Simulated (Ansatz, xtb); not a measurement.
## H2OSi3: which of two structures lies lower

Structure I is a singlet given by its coordinates and structure II is a singlet given by its coordinates. Both are isolated molecules in the gas phase, relaxed with PBE0-D3(BJ)/def2-SVP.

I (Å):

```xyz
6

O    -0.1227    0.1959    2.2170
Si    0.4602    1.3817   -0.1668
Si   -1.1646    1.4212    1.6212
Si    0.6065   -0.7406    0.9790
H     1.5736    2.0732    0.5758
H     0.4569    1.8056   -1.6024
```

Close contacts (Å): O1–Si3 1.72, O1–Si4 1.72, Si2–Si3 2.42, Si2–Si4 2.42, Si2–H5 1.51, Si2–H6 1.50.

II (Å):

```json
{"atom": "O", "x (Å)": "0.3242", "y (Å)": "3.0389", "z (Å)": "1.3726"}
{"atom": "Si", "x (Å)": "0.6817", "y (Å)": "1.5650", "z (Å)": "0.7202"}
{"atom": "Si", "x (Å)": "2.2638", "y (Å)": "0.2166", "z (Å)": "-0.2202"}
{"atom": "Si", "x (Å)": "0.0589", "y (Å)": "-0.3875", "z (Å)": "0.1562"}
{"atom": "H", "x (Å)": "-0.5824", "y (Å)": "3.1751", "z (Å)": "1.6718"}
{"atom": "H", "x (Å)": "-0.9433", "y (Å)": "-1.4905", "z (Å)": "0.0155"}
```

Close contacts (Å): O1–Si2 1.65, Si2–Si3 2.28, Si2–Si4 2.13, Si3–Si4 2.32, O1–H5 0.96, Si4–H6 1.50.

Estimate E(II) − E(I) at the level CCSD(T)/def2-TZVP.

Calculated at CCSD(T)/def2-TZVP: E(II) − E(I) = +0.474 eV, so structure I lies lower.

How the difference moves with the method:

```
               level              geometry  E(II) − E(I) (eV)  departure from the last row (eV)  job, with rough time for the two
PBE0-D3(BJ)/def2-SVP  PBE0-D3(BJ)/def2-SVP              +0.265                            −0.208                optimisation, 16 s
        HF/def2-TZVP  PBE0-D3(BJ)/def2-SVP              +0.720                            +0.246           part of the CCSD(T) run
       MP2/def2-TZVP  PBE0-D3(BJ)/def2-SVP              +0.235                            −0.239           part of the CCSD(T) run
   CCSD(T)/def2-TZVP  PBE0-D3(BJ)/def2-SVP              +0.474                                                  single point, 29 s
```

None of the levels shown reverses the order. The largest departure from CCSD(T)/def2-TZVP is that of HF/def2-TZVP, 0.246 eV. Levels run at GFN2-xTB geometries aren't shown.

With harmonic frequencies from PBE0-D3(BJ)/def2-SVP (ideal gas, rigid rotor, one conformer each, 400 K, 1 atm): the zero-point term adds +0.094 eV; ΔH is +0.577 and ΔG +0.545 eV.

The T1 diagnostic of structure I is large, so the coupled-cluster value is less sure. The correlated steps freeze 16 core orbitals. Codes used: Ansatz 0.2.0; the last row on 1 thread of Intel(R) Xeon(R) 6975P-C (Granite Rapids) on a shared host.
